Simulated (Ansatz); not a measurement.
Ligand exchange: how K changes with temperature for AlH2Br + LiSH ⇌ AlH2(SH) + LiBr

Species: AlH2Br `[AlH2][Br]`, singlet; LiSH `[Li][SH]`, singlet; AlH2(SH), singlet; LiBr, singlet. The partners trade Br for SH: Al–Br and Li–SH bonds give way to Al–SH and Li–Br.

The electronic reaction energy at CCSD(T)/def2-TZVPP is -50.9 kJ/mol. Shapes: PBE0-D4/def2-TZVP. Programs: Ansatz 0.2.0. Enthalpy and entropy come from rigid-rotor, harmonic-oscillator sums on unscaled PBE0-D4/def2-TZVP wavenumbers, ideal gases at 1 bar. Symmetry numbers: AlH2Br 2, LiSH 1, AlH2(SH) 1, LiBr 1. R = 8.3145 J/(mol K).

```
T (K)  ΔH (kJ/mol)  ΔS (J/(mol K))
  800        -46.9            -9.9
 1100        -45.9            -8.8
 1400            ?               ?
```

Problem. Work out ln K at 800 and 1100 K, and from these estimate it at 1400 K.

Solution. 
1. 800 K: ΔG = -46.9 − 800 × (-9.9)/1000 = -39.0 kJ/mol; ln K = −ΔG/RT = +5.86.
2. 1100 K: ΔG = -45.9 − 1100 × (-8.8)/1000 = -36.2 kJ/mol; ln K = −ΔG/RT = +3.96.
3. Slope against 1000/T: (+3.96 − (+5.86))/(0.9091 − 1.2500) = +5.57, that is −ΔH/R with ΔH near -46 kJ/mol.
4. 1400 K: ln K = +5.86 + (+5.57) × (0.7143 − 1.2500) = +2.88.

The full sums give ΔH = -44.7 kJ/mol, ΔS = -7.9 J/(mol K), ΔG = -33.6 kJ/mol and ln K = +2.89 at 1400 K, so the line is off by -0.01 in ln K; without rounding the miss is -0.03, from the change of ΔH with temperature. The products are favoured over this whole range. An error of 10 kJ/mol in the energy moves ln K by 0.9 at 1400 K. Relativity is left out for Br. Outer-core shells of Br, Li are correlated, in sets that cover them unevenly.
